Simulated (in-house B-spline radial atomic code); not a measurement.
A fraction x of an electron is moved 5p → 6d in neutral dysprosium, starting from [Xe] 4f10 6s2 and keeping the highest spin. Level of theory: scalar-relativistic (X2C) BP86, spin-polarised, spherical fractional occupations, Fermi nucleus of rms radius 5.2218 fm; calculated with a B-spline radial code for spherical atoms.

```csv
x,E(x) - E(0) (eV),5p down level (eV),6d up level (eV)
0,0.0000,-24.824,-
0.25,6.4166,-26.924,-0.353
0.375,?,?,?
0.5,13.2784,-28.821,-0.532
0.625,16.8640,-29.679,-0.608
0.75,20.5461,-30.525,-0.684
0.875,?,?,?
1,28.1952,-32.180,-0.837
```

Problem. What belongs in the row x = 0.375?

Solution. An energy change of 9.7939 eV; 5p down at -27.903 eV, 6d up at -0.447 eV.

Problem. What belongs in the row x = 0.875?

Solution. An energy change of 24.3237 eV; 5p down at -31.359 eV, 6d up at -0.761 eV.

Problem. Check Janak's theorem between x = 0.5 and 0.625.

Solution. The slope of the energy is 28.68 eV; the orbital levels give 28.68 eV (ε of the receiving orbital less ε of the emptying one, averaged over the two points).
